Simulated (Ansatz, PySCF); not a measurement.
System: sum formula SiBr$_{2}$Cl, charge 0, multiplicity 2. It need not be the lowest isomer of its formula. SMILES: Br[Si](Br)Cl
Geometry from a B3LYP-D3(BJ)/def2-TZVP (Ansatz, a quantum-chemistry and plane-wave program) optimisation:
```xyz
4

Cl    -0.3491    -0.6659     2.2179
Si    -0.4102    -0.5939     0.1593
Br     1.6635    -0.7752    -0.6519
Br    -1.3299     1.3362    -0.4891
```
Charge 0, spin multiplicity 2.

Wanted: atomisation energy (electronic, to ground-state atoms), in kcal/mol. Cores are frozen in the correlated levels unless marked. Open shells are spin-unrestricted. No spin-orbit coupling. Frozen are the shells of the preceding noble gas and the d and f shells that filled before the atom's block. No relativistic terms. The coupled-cluster limit lacks core correlation, which all-electron functionals hold. CBS(X,Y): correlation extrapolated as X^-3; Hartree-Fock from the larger set. The bracket is a focal-point correction in the basis named.

| level | program | atomisation energy (kcal/mol) |
|---|---|---|
| PBE/def2-TZVPD | Ansatz | 255.3 |
| revPBE-D4/def2-TZVPD | Ansatz + dftd4 | 251.8 |
| M06-2X/def2-TZVPD | PySCF | 247.3 |
| B2GP-PLYP-D3(BJ)/def2-TZVPD | Ansatz + dftd3 | 247.4 |
| SCS-MP2/6-31G | Ansatz | 140.6 |
| CCSD(T)/def2-TZVPPD | Ansatz | 235.7 |
| RI-MP2/CBS(def2-TZVPPD,def2-QZVPPD)+[CCSD(T)-MP2]/def2-TZVPPD | Ansatz | 246.7 |
